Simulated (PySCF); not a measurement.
Working out the ionisation energy of Se

Se [Ar] 3d10 4s2 4p4 (3P) → Se+ [Ar] 3d10 4s2 4p3 (4S). All numbers are calculated (PySCF 2.14, scalar relativity through the core potential, in aug-cc-pwCVDZ-PP with ECP10MDF (6s5p4d1f, 48 functions)). Frozen: nothing. Energies in hartree (1 hartree = 27.21139 eV):

```tsv
part	Se (lower)	Se+ (upper)
UHF	-371.846570	-371.533890
MP2 opposite-spin	-0.328854	-0.313093
MP2 same-spin	-0.166433	-0.162145
```

What does Hartree-Fock give?

(-371.533890) − (-371.846570) = 0.312680 hartree = 8.508 eV.

What do MP2 and SCS-MP2 (6/5 opposite-spin, 1/3 same-spin) give?

The opposite-spin parts differ by 0.429 eV and the same-spin parts by 0.117 eV. MP2: 8.508 + (0.429) + (0.117) = 9.054 eV. SCS-MP2: 8.508 + 1.2 × (0.429) + (0.117)/3 = 9.062 eV.

Measured between the centres of the two terms (NIST): 9.635 eV, so MP2 (valence and next inner shell) is off by -0.581 eV.

A double-zeta basis recovers only part of the correlation energy.

What remains against the reference includes basis incompleteness and correlation beyond second order.
